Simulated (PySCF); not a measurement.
Method: CAM-B3LYP-D3(BJ)/def2-TZVP in PySCF 2.14.0. Isolated molecules, 0 K electronic values unless said otherwise. One relaxed conformer stands for a flexible species; it need not be the lowest. 

Reference species (SMILES): `C(/C=C\Cl)=C\[SiH3]` (C–C–C–C torsion 180°) (neutral, multiplicity 1).

```
Property     Value
--------  --------
HOMO      -8.15 eV
LUMO      -0.40 eV
```

Changed species: `C(/[SiH3])=C(/Cl)C=C` (C–C–C–Cl torsion 0°).

Predict the effect on the HOMO and LUMO.

the HOMO falls by 0.25 eV, to -8.40 eV; the LUMO falls by 0.09 eV, to -0.49 eV.
